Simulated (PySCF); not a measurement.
## Worked example: dipole moment from atomic charges

Al(Cl)(Br)(OMe) (CH3AlBrClO), SMILES C[O][Al]([Cl])[Br]. Atoms are numbered in the order given.

```xyz
8

Al    -0.2203    -0.5369     0.1036
Cl    -0.5293    -1.5115     1.9238
Br     0.6506     1.5324     0.0545
O     -0.6421    -1.3426    -1.3101
C     -0.6398    -1.1493    -2.7024
H     -0.0199    -1.9237    -3.1844
H     -1.6676    -1.2410    -3.0918
H     -0.2451    -0.1581    -2.9879
```
Charge 0, spin multiplicity 1.

The structure is a stationary point at TPSSh-D3(BJ)/def2-SVP. The structure was generated by enumeration; whether it is a known compound was not checked. The values are those of a single conformer.

Charges (e) from PySCF with ωB97X/def2-TZVP:

```json
[
 {"atom": "Al1", "IAO": "1.087", "ESP fit": "0.745"},
 {"atom": "Cl2", "IAO": "-0.350", "ESP fit": "-0.261"},
 {"atom": "Br3", "IAO": "-0.296", "ESP fit": "-0.223"},
 {"atom": "O4", "IAO": "-0.677", "ESP fit": "-0.425"},
 {"atom": "C5", "IAO": "-0.170", "ESP fit": "-0.050"},
 {"atom": "H6", "IAO": "0.141", "ESP fit": "0.084"},
 {"atom": "H7", "IAO": "0.141", "ESP fit": "0.084"},
 {"atom": "H8", "IAO": "0.124", "ESP fit": "0.047"}
]
```

The dipole moment of the full density is 1.85 D.

Problem. What dipole moment does each set of point charges give, and which comes closer to that of the density?

Solution. 
μ = Σ q r, and 1 e Å = 4.8032 D.
IAO: Σ q r = (0.028, 0.130, -0.486) e Å, |μ| = 2.42 D.
ESP fit: Σ q r = (-0.019, 0.008, -0.413) e Å, |μ| = 1.99 D.
ESP fit comes closer in size. Point charges leave out the atoms' own dipoles (lone pairs, polarised bonds); fits to the potential absorb them, partitions of the density don't.
